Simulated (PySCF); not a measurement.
C11H8OS, SMILES c1c(C(=O)c2ccccc2)ccs1, GFN2-xTB optimised geometry.

```
21

O      0.40     2.41    -0.60
C      0.82     1.46     0.02
C      0.12     0.15     0.03
C      0.81    -1.06     0.02
C      0.11    -2.25     0.00
C     -1.27    -2.25     0.00
C     -1.96    -1.05     0.00
C     -1.27     0.14     0.00
C      2.07     1.54     0.81
C      2.39     0.74     1.94
C      3.59     1.07     2.48
S      4.36     2.36     1.63
C      3.04     2.47     0.55
H      1.89    -1.06     0.00
H      0.65    -3.19    -0.02
H     -1.81    -3.19    -0.01
H     -3.04    -1.05    -0.01
H     -1.80     1.09    -0.01
H      1.75    -0.02     2.34
H      4.08     0.64     3.34
H      3.04     3.19    -0.25
```

Density from CAM-B3LYP/def2-SVP (PySCF) at that geometry.

Minimum of the electron density along straight lines between bonded atoms, close to the bond critical point (lines longer than 1.1 times the sum of covalent radii, or with two minima, are not listed):

```
bond     length / Å  ρ at the minimum / e bohr⁻³  ∇²ρ there / e bohr⁻⁵  position (fraction from the first atom)
-------  ----------  ---------------------------  --------------------  ---------------------------------------
O1–C2         1.215                          [?]                  0.27                                     0.67
C2–C3         1.486                        0.271                 -0.68                                     0.51
C3–C4         1.393                        0.309                 -0.79                                     0.50
C4–C5         1.383                        0.316                 -0.82                                     0.50
C5–C6         1.386                        0.314                 -0.82                                     0.50
C6–C7         1.386                        0.314                 -0.82                                     0.50
C3–C8         1.393                        0.310                 -0.79                                     0.50
C7–C8         1.382                        0.316                 -0.83                                     0.50
C2–C9         1.475                        0.274                 -0.69                                     0.50
C9–C10        1.425                        0.291                 -0.71                                     0.50
C10–C11       1.353                        0.329                 -0.85                                     0.49
C11–S12       1.724                        0.217                   [?]                                     0.47
C9–C13        1.369                        0.320                 -0.81                                     0.49
S12–C13       1.707                        0.223                 -0.52                                     0.52
C4–H14        1.080                        0.285                 -1.11                                     0.64
C5–H15        1.080                        0.284                 -1.09                                     0.63
C6–H16        1.080                        0.284                 -1.10                                     0.64
C7–H17        1.080                        0.284                 -1.10                                     0.64
C8–H18        1.080                        0.286                 -1.12                                     0.64
C10–H19       1.075                        0.286                 -1.13                                     0.64
C11–H20       1.072                        0.286                 -1.14                                     0.65
C13–H21       1.072                        0.288                 -1.17                                     0.66
```

### Question
Some entries are withheld; supply them.

### Answer

- O1–C2, ρ at the minimum / e bohr⁻³: 0.406
- C11–S12, ∇²ρ there / e bohr⁻⁵: -0.48
